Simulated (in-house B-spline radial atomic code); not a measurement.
Mn³⁺ is squeezed into an impenetrable sphere of radius R (the orbitals vanish at R). No spin polarisation. Level of theory: non-relativistic Hartree-Fock, average of configuration, point nucleus; calculated with a B-spline radial code for spherical atoms.

Energies in eV above the free ion in [Ar] 3d4:

```
R (bohr)  highest level (eV)   [Ar] 3d4  [Ne] 3s2 3p5 3d5  -dE/dV in [Ar] 3d4 (GPa)
    8.59               -51.3          0             51.99                  1.27e-07
    6.01               -51.3  0.0001711             51.99                   0.00131
    4.69               -51.2    0.01088                52                      0.13
    4.02               -51.2    0.08185             52.09                      1.29
    3.47               -50.9     0.4116             52.48                      8.58
    3.16               -50.5      1.017              53.2                      25.6
    2.63               -48.4      4.919             57.66                       187
    2.34               -45.5      12.14             65.64                       608
    1.69               -21.6      108.3             165.8                     11600
    1.46                2.71      249.1               308                     37100
```

Problem. Does [Ne] 3s2 3p5 3d5 fall below [Ar] 3d4 under compression?

Solution. No, it stays above over the whole range.

The highest level is first positive in the row R = 1.46 bohr, pushed up by confinement above the zero of the free ion's potential. Each configuration is held fixed and needn't be the lowest in the sphere.
